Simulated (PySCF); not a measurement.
# Relaxation of quintet IrSCl

These are results of UPBE0 in PySCF with Ir def2-SVP with ECP60, S def2-SVP, Cl def2-SVP; scalar-relativistic core potentials, no spin–orbit coupling; density-fitted integrals, not measurements. A (50,194) grid was used.

A hand-made linear start, of C∞v symmetry, held to at least that symmetry:

Coordinates in bohr (charge 0 multiplicity 5):
```
Ir    0.0000    0.0000   -0.0761
S     0.0000    0.0000   -4.0256
Cl    0.0000    0.0000    4.1002
```

Problem. What does it relax to?

Solution. It ends at C∞v with Ir–Cl 2.305 Å, Ir–S 2.151 Å; Cl–Ir–S 180.0°. A frequency run shows a minimum. Other isomers or separated fragments may lie lower.

Problem. How much energy is released, and in how many steps?

Solution. 13.7 kJ/mol in 3 steps.

With open d or f shells other occupations or spin states may lie lower. At this level a broken-symmetry Ms = 0 minimum of Cs symmetry lies 23 kJ/mol below this structure. Spin–orbit coupling, left out here, can matter for elements this heavy.

The relaxation took 45 s on 2 threads of a shared Intel Xeon @ 2.50GHz (Skylake/Cascade Lake) host, with 68 basis functions and 4 gradients; the process peaked at 0.47 GiB. Launch command: `OMP_NUM_THREADS=2 python axn.py task.json out`.
